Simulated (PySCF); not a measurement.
Spinor energies of S (sulfur, neutral)

Start: [Ne] 3s2 3p4; 3p1/2 filled at m_j = +1/2; 3p3/2 filled at m_j = -1/2, +1/2, +3/2. Calculated with PySCF 2.14 in x2c-SVPall-2c with one added diffuse shell each of s, p type (5s5p1d, 25 functions): generalised Hartree-Fock with the X2C-1e Hamiltonian and a Gaussian nucleus; one run each with spin-orbit coupling (SO) switched off, then screened by Boettger's factors. This is a chosen level, not necessarily the ground level.

```
spinor shell  electrons  ε, spin-free (eV)  ε, screened SO (eV)  weight of nominal j (screened SO)  rms radius, screened SO (bohr)
       1s1/2          2            -2510.2              -2510.1                              1.000                           0.112
       2s1/2          2            -246.32              -246.30                              1.000                           0.517
       2p1/2          2            -181.93              -183.05                              0.933                           0.489
       3s1/2          2            -24.077              -24.071                              1.000                            1.86
       3p3/2          3            -11.992              -12.629                              0.655                            2.23
       3p1/2          1            -11.992              -10.088                              0.661                            2.35
```

(1) Where does 2p3/2 lie, and what is the 2p spin-orbit splitting (screened SO)?

| quantity | spin-free | screened SO |
| --- | --- | --- |
| E (hartree) | -398.43696 | -398.43832 |
| M_J | 2 | 2 |
| ⟨J²⟩ | 6.010 | 6.011 |
| ⟨L²⟩ | 2.005 | 2.009 |
| ⟨S²⟩ | 2.005 | 2.003 |

Each row is a mean over spinors that exchange with the open shell spreads, by up to 5.854 eV (3s1/2).

Rows whose weight is well below 1 are mixtures of j = l ± 1/2: exchange outweighs spin-orbit coupling there, and the label is only the starting occupation.

Without spin-orbit coupling the j labels of p, d and f shells carry no meaning; the spin-free column gives the mean over the occupied spinors of each nl shell.

## Answers

(1) At -181.36 eV, 1.691 eV above 2p1/2.
